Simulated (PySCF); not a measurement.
N³⁺ (nitrogen, charge +3): B97-3 calculation

Configuration: [He] 2s2, closed-shell 1S. Calculation: PySCF 2.14, in x2c-QZVPPall; the spin-free X2C one-electron Hamiltonian (Gaussian nucleus).

```json
{"Total energy": "-51.2231 hartree", "One-electron energy": "-60.4460 hartree", "Hartree (Coulomb) energy": "14.4730 hartree", "Exchange-correlation energy": "-5.2501 hartree", "⟨S²⟩": "0.0000", "⟨L²⟩": "0.000", "Sum of ⟨r⟩": "2.664 bohr", "Sum of ⟨r²⟩": "3.002 bohr²", "Langevin diamagnetic susceptibility": "-2.38 ×10⁻⁶ cm³/mol"}
```

```
shell  electrons  mean orbital energy (eV)  rms radius, mean of both spins (bohr)
   1s          2                   -462.67                                  0.265
   2s          2                   -70.441                                   1.20
```
